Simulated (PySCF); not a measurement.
A calculated (M06-L, PySCF 2.14, aug-cc-pwCVTZ-DK3, the spin-free X2C one-electron Hamiltonian (Gaussian nucleus)) atom or ion has these occupied shells.

```csv
shell,electrons,orbital energy (eV),"rms radius, mean of both spins (bohr)"
1s,2,-87834.9,0.0181
2s,2,-15759.7,0.0730
2p,6,-13587.5,0.0673
3s,2,-3813.1,0.186
3p,6,-3182.6,0.189
3d,10,-2507.1,0.173
4s,2,-884.87,0.408
4p,6,-675.69,0.435
4d,10,-423.92,0.462
5s,2,-162.49,0.910
4f,14,-151.21,0.497
5p,6,-105.03,1.04
5d,10,-38.302,1.39
6s,2,-26.974,2.31
```

Q: Name the element and its charge.

A: Pb²⁺ (lead, charge +2), in [Xe] 4f14 5d10 6s2, closed-shell 1S.
